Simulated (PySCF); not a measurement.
C6H6ClO2P.
Atom-mapped SMILES: `[CH3:1][C:2](=[O:3])[c:4]1[o:5][c:6]([CH3:7])[p:8][c:9]1[Cl:10]`

Structure used (GFN2-xTB), in Å, numbered top down from 1:
```xyz
16
C6H6ClO2P angstrom
C     -2.123   -1.313   -0.001
C     -2.002    0.190    0.006
O     -2.954    0.935    0.021
C     -0.619    0.681   -0.018
O      0.384   -0.219    0.036
C      1.590    0.353    0.000
C      2.758   -0.567    0.074
P      1.604    2.074   -0.113
C     -0.168    1.982   -0.098
Cl    -1.189    3.338   -0.187
H     -1.581   -1.735    0.842
H     -1.685   -1.707   -0.915
H     -3.171   -1.593    0.053
H      2.667   -1.358   -0.670
H      2.807   -1.039    1.055
H      3.676   -0.013   -0.097
```

NICS is the negative of the GIAO shielding at a point without a nucleus: at the ring centre (0) and 1 Å above and below it (1); zz is the component along the ring normal. Level: GIAO PBE0/pcSseg-1 (PySCF, non-relativistic, gas phase) on the GFN2-xTB geometry, one conformer.

Ring bond lengths (Å), with Mayer bond orders in brackets: C4–O5 1.348 (1.00), O5–C6 1.335 (1.09), C6–P8 1.725 (1.46), P8–C9 1.775 (1.10), C9–C4 1.379 (1.40).

Q: Give the NICS values of each ring in ppm.

A: 
| ring | type | NICS(0) | NICS(1), two faces | NICS(1)zz, two faces | rms pucker (Å) | centre to ring atoms, mean (Å) |
| --- | --- | --- | --- | --- | --- | --- |
| C4–O5–C6–P8–C9 | 5-membered ring with O and P; formal bonds all aromatic | -10.0 | -9.8 / -9.8 | -20.1 / -20.0 | 0.00 | 1.28 |

Q: What do they say, and how far can they be read as aromaticity?

A: 
- C4–O5–C6–P8–C9: mean NICS(1)zz -20.0 ppm, shielded.

Q: And the bond-length index? HOMA = 1 − mean of α(R − Ropt)² over the ring bonds, with Krygowski's 1993 parameters (CC: Ropt 1.388 Å, α 257.7 Å⁻²; CO: Ropt 1.265 Å, α 157.38 Å⁻²; CP: Ropt 1.698 Å, α 118.91 Å⁻²).

A: 
- C4–O5–C6–P8–C9: HOMA 0.47; the largest term is that of C4–O5, α(R − Ropt)² = 1.09.

Q: What are the shieldings of the ring atoms and their hydrogens in the same run (means over atoms taken as equivalent)?

A: 
```tsv
atoms	environment	σ isotropic (ppm)	principal values of the symmetric part, first atom (ppm)
C4	substituted aromatic carbon	28.0	-56.0, 43.9, 96.2
O5	furan-type oxygen	-16.5	-222.1, -35.2, 207.7
C6	substituted aromatic carbon	-19.8	-179.4, 26.5, 93.4
P8	phosphorus bonded to 2 C	180.0	5.5, 118.4, 416.2
C9	aromatic C–Cl carbon	24.0	-76.0, 33.4, 114.7
```
